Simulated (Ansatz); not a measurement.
Here is a job for Ansatz (a quantum-chemistry and plane-wave program).
Ansatz 0.2 input:
```yaml
crystal:
  periodic: [false, false, false]
  atoms:
    - {symbol: O, position_ang: [0.00000000, 0.00000000, 0.00000000]}
basis:
  gaussian:
    orbitals: def2-TZVP
total_charge: 1
magnetization: {spin_polarized: true, initial_magnetization: 3}
correlation: {method: ccsd_t, electrons: outside_noble_gas}
accuracy: high
```

Task: Estimate the MP2 correlation energy that Ansatz with CCSD(T)/def2-TZVP returns for this input.

Result: -0.0961 Eh

Task: What coupled-cluster correlation energy (without the perturbative part) does CCSD(T)/def2-TZVP give?

Result: -0.1113 Eh

Task: Predict the T1 diagnostic from CCSD(T)/def2-TZVP.

Result: 0.004

Task: Estimate the number of basis functions that CCSD(T)/def2-TZVP returns for this input.

Result: 31
